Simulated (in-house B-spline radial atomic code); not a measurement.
# RPA and G0W0 on r2SCAN: Tb⁷⁺

Configuration [Kr] 4d10 4f7 5s2 5p3, highest spin, mean-field start r2SCAN. Computed with a B-spline radial code for spherical atoms: all electrons, scalar-relativistic (spin-free one-electron X2C), finite nucleus, each spin shell either full or empty, empty states to l = 9 with an (l + 1/2)⁻⁴ tail; G0W0 by contour deformation at full frequency.

Without the two-electron picture change, the correlation of inner shells comes somewhat too large for so heavy an element.

Spin-orbit coupling, left out, splits p levels strongly here.

Command:
```bash
python run_gw.py task.json out
```
Settings (radii: box in bohr, nucleus in fm):
```
Z                        65
electrons                58
configuration            [Kr] 4d10 4f7 5s2 5p3
hamiltonian              x2c
method                   r2scan
lmax                     9
rms_radius               5.06
spin_polarised           True
box_radius               8.41
intervals                66
```

Run time, properties included: 8.3 s on 1 thread of Arm Neoverse N1, on a shared host.

Energies (hartree):

| term | value |
| --- | --- |
| mean-field total | -11695.98782 |
| Hartree-Fock functional on these orbitals | -11692.15854 |
| direct second order | -5.592 |
| second-order exchange | 1.5056 |
| SOSEX correction | 1.4092 |

Q: What is the RPA correlation energy, and what remains with SOSEX?

A: RPA gives -4.9306 hartree (-2.31 eV per electron); RPA + SOSEX gives -3.5214, and the second-order doubles -4.0865 hartree (no singles). RPA lacks exchange-type terms and so overcorrelates at short range.

Quasi-particle levels (eV):

```
  level  occupied  mean field  Σx - vxc     Σc  QP weight     G0W0
  4f up       yes     -109.63    -14.28      ?          ?        ?
  5p up       yes     -117.94     -7.24  -0.57      0.964  -125.75
5s down       yes     -135.83     -4.68  -3.69      0.965  -144.20
5p down        no     -108.72      8.91  -3.27      0.965  -103.08
```

G0W0 = mean field + (Σx - vxc) + Σc, with Σc (partial-wave tail included) taken at the quasi-particle energy. Only the outer levels were computed. Levels of low weight are left out.

Q: Where does G0W0 put 4f up?

A: At -121.56 eV, with Σc = 2.35 eV and a quasi-particle weight of 0.946.
